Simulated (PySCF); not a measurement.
Zn(SMe)(SeH) (CH₄SSeZn), SMILES C[S][Zn][SeH].

Geometry: PBE0-D3(BJ)/def2-SVP. The structure was generated by enumeration; whether it is a known compound was not checked. Other conformers were not sampled.

Method: HF/def2-TZVP (PySCF).

Isolated molecule, no solvent.

```json
{
 "total_energy": "-4615.47092 hartree",
 "highest_occupied_level": "-9.53 eV",
 "lowest_empty_level": "1.73 eV",
 "orbital_gap": "11.26 eV",
 "dipole_moment": "1.50 D",
 "quadrupole, principal values (traceless, Buckingham form, about the centre of nuclear charge)": "-13.58, 5.75, 7.83 D·Å",
 "mean_static_polarisability": "79.4 bohr³ (11.77 Å³)",
 "polarisability_principal_values": "62.5, 69.8, 105.9 bohr³"
}
```
